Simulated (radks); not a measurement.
Problem. Cr, configuration [Ar] 3d4 4s1 5s1 (not the ground configuration). Calculated with a radial shooting solver on a logarithmic mesh with Libxc functionals: non-relativistic Kohn-Sham, TPSS, spin-unpolarised, spherical densities, point nucleus; meta-GGA in the generalised Kohn-Sham scheme. Some entries of the table are withheld. Estimate them.

orbital  occ.  eigenvalue (eV)  <1/r> (bohr^-1)
1s          2        -5855.642              (1)
2s          2        -669.4395            4.985
2p          6        -568.8925            4.923
3s          2         -81.8738            1.551
3p          6              (2)            1.427
3d          4         -10.3194            1.065
4s          1          -7.6444           0.4359
4p          0          -3.5099           0.3266
5s          1          -1.4637           0.1411
4d          0          -0.5227              (3)

Solution. 
(1) 1s <1/r> (bohr^-1): 23.53
(2) 3p eigenvalue (eV): -53.8217
(3) 4d <1/r> (bohr^-1): 0.1227
